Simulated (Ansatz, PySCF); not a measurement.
Process, species as SMILES: [O]=[Ge]([Cl])[Cl] + 4 [H][H] (H2) → 2 Cl (HCl) + [GeH4] (GeH4) + O (H2O)
Structures are relaxed separately at B3LYP-D3(BJ)/def2-TZVP in Ansatz (a program for electronic structure). Frequencies are from Ansatz or PySCF.

Quantity: energy of full hydrogenation (enthalpy at 298 K, with B3LYP-D3(BJ) rigid-rotor harmonic-oscillator terms), in kcal/mol. Valence correlation only, unless marked. No spin-orbit coupling. Frozen are the shells of the preceding noble gas and the d and f shells that filled before the atom's block. Non-relativistic. Basis-set limits of correlation are two-point, X^-3; Hartree-Fock from the larger set.

```tsv
level	program	energy of full hydrogenation (kcal/mol)
HF/6-31G	Ansatz	-34.0
PBE/def2-TZVPD	Ansatz	-15.6
PBE0-D3(BJ)/def2-TZVPD	Ansatz + dftd3	-24.7
HSE06-D4/def2-TZVPD	Ansatz + dftd4	-23.8
RI-MP2/CBS(def2-TZVPP,def2-QZVPP)	Ansatz	-8.8
SCS-MP2/6-31G*	Ansatz	8.0
```

### Question
What does CCSD(T)/CBS(def2-TZVPPD,def2-QZVPPD) (Ansatz) give?

### Answer
-17.2 kcal/mol, so SCS-MP2/6-31G* differs from it by 25.2 kcal/mol.
